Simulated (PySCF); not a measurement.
Compound: C₂H₁₀Si₂.
Geometry (PBE0-D3(BJ)/def2-SVP, Å), atoms numbered from 1 in this order:
```xyz
14
C2H10Si2 angstrom
C     -2.3440    0.4490    0.4507
Si    -0.7854   -0.4193   -0.1623
Si     1.1619    0.7785    0.3681
C      2.7058   -0.0496   -0.3310
H     -2.4303    1.4509    0.0031
H     -2.3244    0.5632    1.5451
H     -3.2425   -0.1265    0.1804
H     -0.6913   -1.7915    0.4362
H     -0.8513   -0.5965   -1.6507
H      1.2745    0.8952    1.8596
H      1.0407    2.1729   -0.1716
H      2.8207   -1.0677    0.0707
H      2.6469   -0.1182   -1.4280
H      3.6075    0.5251   -0.0715
```

Method used: PBE0-D3(BJ)/def2-SVP geometry optimisation, gas phase in PySCF.

Masses are those of the commonest isotopes; rigid-rotor values at the optimised geometry. The values belong to one conformer with, in the numbering `[CH3:1][SiH2:2][SiH2:3][CH3:4]`, C1–Si2–Si3–C4 -177°.

(1) What are A, B and C (cm⁻¹)?

(2) Classify the top.

(3) What does the inertial defect say?

(4) Give the other two planar moments, Paa and Pbb, and the rms extents of the mass along the axes.

(5) Where do the levels up to J = 4 lie, in K?

Results:

(1) Ia = 50.89, Ib = 270.84, Ic = 303.51 u·Å²; 505379 MHz·u·Å²/I gives 9932, 1866 and 1665 MHz, that is A = 0.33129, B = 0.06224, C = 0.05554 cm⁻¹.

(2) A near-prolate asymmetric top. Ray's parameter κ = (2B − A − C)/(A − C) = -0.951; −1 is the prolate and +1 the oblate limit.

(3) Not planar: Δ = Ic − Ia − Ib = -18.21 u·Å². For a rigid frame Δ = −2 Σ m c², so Σ m c² = 9.11 u·Å² lies off the ab plane: 9.07 from hydrogen and 0.04 from heavier atoms. The atom farthest from that plane is 1.24 Å away.

(4) Paa = Σ m a² = (Ib + Ic − Ia)/2 = 261.73 and Pbb = Σ m b² = (Ia + Ic − Ib)/2 = 41.78 u·Å². With the mass M = 90.03 u, the rms extents √(P/M) along a, b and c are 1.71, 0.68, 0.32 Å.

(5) Above 0(0,0), as E/k:
J = 1: 1(0,1) 0.169, 1(1,1) 0.557, 1(1,0) 0.566
J = 2: 2(0,2) 0.508, 2(1,2) 0.886, 2(1,1) 0.915, 2(2,1) 2.076, 2(2,0) 2.076
J = 3: 3(0,3) 1.016, 3(1,3) 1.380, 3(1,2) 1.438, 3(2,2) 2.584, 3(2,1) 2.585, 3(3,1) 4.544, 3(3,0) 4.544
J = 4: 4(0,4) 1.692, 4(1,4) 2.038, 4(1,3) 2.134, 4(2,3) 3.262, 4(2,2) 3.265, 4(3,2) 5.222, 4(3,1) 5.222, 4(4,1) 7.965, 4(4,0) 7.965
Those of J = 1 are B + C, A + C and A + B.

The dipole components are |μa| = 0.01 D, |μb| = 0.00 D, |μc| = 0.04 D.

No frequency check. Constants of a rigid frame at the computed geometry: no zero-point averaging, no centrifugal distortion. A rigid rotor knows nothing of internal rotation, which can split or shift real lines.

On one thread, Arm Neoverse V1 (aarch64), shared host with 32 logical CPUs at a one-minute load of 32, this took 23 s wall and 0.45 GiB of memory at its peak. That covers the optimisation of the geometry.
